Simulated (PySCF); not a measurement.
Computed IR spectrum (relative IR intensity) of a molecule C6H4F2. Geometry optimised at PBE0-D3(BJ)/def2-SVP. The values are those of a single conformer. Level of theory: PBE0-D3(BJ)/def2-SVP (PySCF). Harmonic, unscaled wavenumbers; measured fundamentals usually lie a few per cent lower.

ν (cm⁻¹): 196 (vw), 224 (vw), 361 (vw), 559 (w), 629 (m), 697 (m), 717 (w), 748 (m), 801 (vw), 881 (w), 923 (w), 1008 (m), 1079 (w), 1171 (vs), 1212 (s), 1283 (w), 1310 (vw), 1350 (w), 1495 (s), 2125 (m), 2252 (vw), 3036 (w), 3487 (s) (against the strongest line: vs over 80 %, s over 45 %, m over 15 %, w over 4 %, vw less)

Q: Pick the molecule that these values belong to.
A. C#CCC#CC(F)F
B. C#CCC(F)(F)C#C
C. C#CC=C=CC(F)F
D. C#C[C@H](F)C=C=CF

A: D, C#C[C@H](F)C=C=CF
